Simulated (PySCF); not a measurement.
C₄H₄BNO, SMILES C#C[C@@H]1N=CB1O. Atoms are numbered in the order given.

```xyz
11

C      2.6206    -0.4111    -0.4274
C      1.4929    -0.5193     0.0050
C      0.1404    -0.5716     0.5178
N     -0.8845    -1.2706    -0.3508
C     -1.7973    -0.3540    -0.3403
B     -0.8317     0.6889     0.2913
O     -0.6923     2.0164     0.2539
H      3.6215    -0.3398    -0.8110
H      0.1212    -1.0248     1.5223
H     -2.7713    -0.4924    -0.8262
H      0.1772     2.3115     0.5521
```
Charge 0, spin multiplicity 1.

Coordinates come from a PBE0-D3(BJ)/def2-SVP optimisation. The structure was generated by enumeration; whether it is a known compound was not checked. One conformer was computed; it need not be the lowest.

Two levels are set side by side: PBE/pcSseg-1 (PySCF) and PBE0/pcSseg-1 (PySCF). GIAO shifts against BF3 (¹¹B), H2O (¹⁷O), NH3 (¹⁵N), TMS (¹H), TMS (¹³C) at the same level; non-relativistic, no solvent, atoms listed together averaged. Differences are taken from unrounded values.

```json
[
 {"quantity": "δ(¹³C) of C1 (ppm)", "PBE": "80.0"},
 {"quantity": "δ(¹³C) of C2 (ppm)", "PBE": "86.3"},
 {"quantity": "δ(¹³C) of C3 (ppm)", "PBE": "64.9"},
 {"quantity": "δ(¹⁵N) of N4 (ppm)", "PBE": "518.3"},
 {"quantity": "δ(¹³C) of C5 (ppm)", "PBE": "204.2"},
 {"quantity": "δ(¹¹B) of B6 (ppm)", "PBE": "17.8"},
 {"quantity": "δ(¹⁷O) of O7 (ppm)", "PBE": "154.3"},
 {"quantity": "δ(¹H) of H8 (ppm)", "PBE": "2.53"},
 {"quantity": "δ(¹H) of H9 (ppm)", "PBE": "4.67"},
 {"quantity": "δ(¹H) of H10 (ppm)", "PBE": "9.28"},
 {"quantity": "δ(¹H) of H11 (ppm)", "PBE": "5.19"}
]
```

Task: These are the PBE values. What does PBE0 give? (An estimate is asked for; the answer gives what the named calculation found.)

Result: 
| quantity | PBE0 | PBE minus PBE0 |
|---|---|---|
| δ(¹³C) of C1 (ppm) | 83.1 | -3.2 |
| δ(¹³C) of C2 (ppm) | 86.6 | -0.2 |
| δ(¹³C) of C3 (ppm) | 62.4 | 2.5 |
| δ(¹⁵N) of N4 (ppm) | 531.2 | -13.0 |
| δ(¹³C) of C5 (ppm) | 208.6 | -4.4 |
| δ(¹¹B) of B6 (ppm) | 19.4 | -1.6 |
| δ(¹⁷O) of O7 (ppm) | 141.3 | 12.9 |
| δ(¹H) of H8 (ppm) | 2.69 | -0.15 |
| δ(¹H) of H9 (ppm) | 4.56 | 0.11 |
| δ(¹H) of H10 (ppm) | 9.50 | -0.22 |
| δ(¹H) of H11 (ppm) | 5.16 | 0.04 |

Rough cost on one machine, each run with all the roots and properties that it gave: PBE0 against PBE within a factor of 2.
